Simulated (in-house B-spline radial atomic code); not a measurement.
**Nb XVII (Nb16+): [Ar] 3d7**

Method: Dirac-Hartree-Fock, average of configuration, Fermi nucleus of rms radius 4.324 fm. Calculated with a B-spline radial code for spherical atoms.

Z_r = [3n² - l(l+1)]/(2<r>); Z_e = n√(-2ε); the last column is Slater's effective charge. Values are occupation-weighted means over j. An effective charge above Z reflects the relativistic contraction of the inner shells.

```json
{"shell": "1s", "electrons": "2", "ε (eV)": "-19565", "<r> (bohr)": "0.03608", "Z_r": "41.57", "Z_e": "37.92", "Slater": "40.70"}
{"shell": "2s", "electrons": "2", "ε (eV)": "-3202.3", "<r> (bohr)": "0.157", "Z_r": "38.22", "Z_e": "30.68", "Slater": "36.85"}
{"shell": "2p", "electrons": "6", "ε (eV)": "-2904.6", "<r> (bohr)": "0.1372", "Z_r": "36.45", "Z_e": "29.22", "Slater": "36.85"}
{"shell": "3s", "electrons": "2", "ε (eV)": "-899.32", "<r> (bohr)": "0.4254", "Z_r": "31.74", "Z_e": "24.39", "Slater": "29.75"}
{"shell": "3p", "electrons": "6", "ε (eV)": "-797.08", "<r> (bohr)": "0.4236", "Z_r": "29.51", "Z_e": "22.96", "Slater": "29.75"}
{"shell": "3d", "electrons": "7", "ε (eV)": "-643.27", "<r> (bohr)": "0.3964", "Z_r": "26.49", "Z_e": "20.63", "Slater": "20.90"}
```

The least bound orbital is 3d5/2 at -641.9 eV, while the most diffuse is 3p3/2 (<r> = 0.4264 bohr against 0.3975 bohr): energy order and size order differ.

Spin-orbit splittings of the orbital energies (j = l + 1/2 above j = l - 1/2 when positive): 2p 96.78 eV, 3p 17.79 eV, 3d 3.407 eV.

For the 1s electron the small component carries 2.23 % of the norm, the zero-frequency Breit interaction raises the level by 35.81 eV, self-energy by 19.49 eV, and vacuum polarisation lowers it by 2.213 eV.

The density falls to 0.001 bohr⁻³ at 1.297 bohr; Σ<r²> = 3.1553 bohr² gives, by the non-relativistic formula and without the paramagnetism of open shells, a Langevin diamagnetic susceptibility of -2.499×10⁻⁶ cm³/mol.
